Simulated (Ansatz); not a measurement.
Consider the atomization: `ClC1=N[SiH2]1` → C• + Cl• + 2 H• + N• + Si•.

Program: Ansatz. Geometries: PBE0-D4/def2-TZVP. ΔE: electronic, gas phase. CCSD(T)/CBS is the MP2 limit (def2-TZVPP, def2-QZVPP) plus CCSD(T) − MP2 in def2-TZVPP, frozen cores. This one scheme is used for every species, atoms too. Functionals use def2-TZVPP. B3LYP here is the variant with VWN-RPA as its local correlation; programs differ in this. HSE06 is defined as in plane-wave codes. Open shells (•) are unrestricted, without spin–orbit coupling. Spin–orbit coupling would lower the free atoms: a little for C, Cl, Si.

`ClC1=N[SiH2]1`:

Z-matrix (Å, degrees):
```
Si
C 1 1.773
N 1 1.800 2 41.5
H 1 1.476 2 121.8 3 98.2
H 1 1.476 2 121.8 3 -98.2
Cl 2 1.709 1 159.7 3 -180.0
```

| level | ΔE (kcal/mol) | difference from CCSD(T)/CBS |
| --- | --- | --- |
| PBE-D4 | 507.5 | 24.2 |
| revPBE-D4 | 492.2 | 8.9 |
| r2SCAN-D4 | 487.9 | 4.6 |
| B3LYP-D4 | 484.7 | 1.4 |
| r2SCANh-D4 | 481.6 | -1.7 |
| r2SCAN0-D4 | 472.6 | -10.7 |
| HSE06-D4 | 489.6 | 6.3 |
| BHLYP-D4 | 459.8 | -23.5 |
| ωB97X-V | 489.1 | 5.8 |
| PBE-QIDH | 480.6 | -2.7 |
| PBE | 504.2 | 20.9 |
| revPBE | 482.3 | -1.0 |
| r2SCANh | 480.8 | -2.5 |
| LC-ωPBE | 482.1 | -1.2 |
| MP2/def2-SVP | 454.6 | -28.7 |
| MP2/def2-QZVPP | 492.8 | 9.5 |
| CCSD(T)/CBS | 483.3 | 0 |

Task: What do rigid-rotor, harmonic-oscillator terms from PBE0-D4/def2-TZVP frequencies (298.15 K, 1 bar) make of the CCSD(T)/CBS value? (An estimate is asked.)

Result: The calculation gave: ΔZPE = -17.0 kcal/mol, ΔH = +471.8 kcal/mol, ΔS = 584 J/(mol·K), ΔG = +430.2 kcal/mol. Open shells count their whole term as degenerate.

Largest T1 diagnostic among the species: 0.015.

From PBE to PBE0 (25 % exact exchange), in def2-TZVPP and without D4, ΔE moves by −18.0 kcal/mol: exact exchange takes away binding that semilocal exchange gives to molecules. Leaving LDA and LC-ωPBE aside and taking each functional with its dispersion term where it has one, the values spread over 47.7 kcal/mol, from BHLYP-D4 to PBE-D4. LDA lies +71.6 kcal/mol from PBE without D4, its usual overbinding.

For atomizations the MP2-based limit and the directly extrapolated one differ by several kJ/mol either way, and by 10 to 25 for some Ge, Se and Sn compounds, so smaller differences from it don't rank the levels.
